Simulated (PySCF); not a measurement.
**C 1s core levels and what the atom is bonded to**

Gas-phase molecules, one conformer each, relaxed by PBE0-D3(BJ)/def2-SVP with no frequency check. Core levels by delta-SCF with SCAN, pcX-2 on the ionised atom and pcseg-1 elsewhere, spin-free X2C; energies from the vacuum level.

```csv
structure (SMILES),C bonded to,mean electronegativity of these (Pauling),C 1s (eV)
C[Si](F)(F)C[SiH3],2 Si + 2 H,2.05,290.35
[SiH3]CN[SiH3],1 N + 1 Si + 2 H,2.33,291.23
O[CH]([GeH3])C[SiH3],1 C + 1 Ge + 1 O + 1 H,2.55,291.85
O[Si](F)(F)CF,1 F + 1 Si + 2 H,2.57,293.45
Cl[CH](Cl)[GeH3],2 Cl + 1 Ge + 1 H,2.63,293.42
NC(N)(O)[SiH3],2 N + 1 O + 1 Si,2.85,?
FC(Cl)Cl,2 Cl + 1 F + 1 H,3.12,296.68
```

Question: Fit a straight line to the complete rows and predict the core level of C in NC(N)(O)[SiH3], bonded to 2 N + 1 O + 1 Si.

Answer: E = 277.306 + 6.108·χ (6 points, rms 0.54 eV, correlation 0.965). At 2.85 this gives 294.71 eV; the calculation itself gave 293.15 eV, so the fit is off by 1.56.

For scale, for NC(N)(O)[SiH3]: run time: 43 s on 1 thread of Arm Neoverse V1 (aarch64), shared host, peak memory 0.55 GiB, launched as `OMP_NUM_THREADS=1 python cluster_run.py task.json out`.
